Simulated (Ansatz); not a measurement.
Isolated molecules relaxed with PBE0-D4/def2-TZVP in Ansatz; ΔE leaves out vibrations. CCSD(T)/CBS adds triple-zeta CCSD(T) − MP2 to the extrapolated MP2 energy (def2 sets, frozen cores). This one scheme is used for every species. Functionals use def2-TZVPP. One conformer a species, not always the lowest.

`C[SiH](S)CF` + HCl → `C[SiH](S)Cl` + `CF`  (ligand exchange at the Si–C bond)

```csv
species,BLYP energy (Eh)
`C[SiH](S)CF`,-868.02037
HCl,-460.81404
`C[SiH](S)Cl`,-1189.10728
`CF`,-139.77159
```

Question: Work out ΔE.

Answer: ΔE = (-1189.10728) + (-139.77159) − (-868.02037) − (-460.81404) = -0.04446 Eh = -27.9 kcal/mol. CCSD(T)/CBS gives -28.5 kcal/mol.

Largest T1 diagnostic among the species: 0.011.

From BLYP to BHLYP (50 % exact exchange), in def2-TZVPP and without D4, ΔE moves by −1.9 kcal/mol. Leaving LDA and LC-ωPBE aside and taking each functional with its dispersion term where it has one, the values, not all of them listed here, spread over 2.6 kcal/mol, from BHLYP-D4 to revPBE-D4. LDA lies +1.3 kcal/mol from PBE without D4. In def2-TZVPP, CCSD(T) changes the Hartree–Fock value by +3.7 kcal/mol (the triples alone add +0.2 kcal/mol) and MP2 by +1.9 kcal/mol.
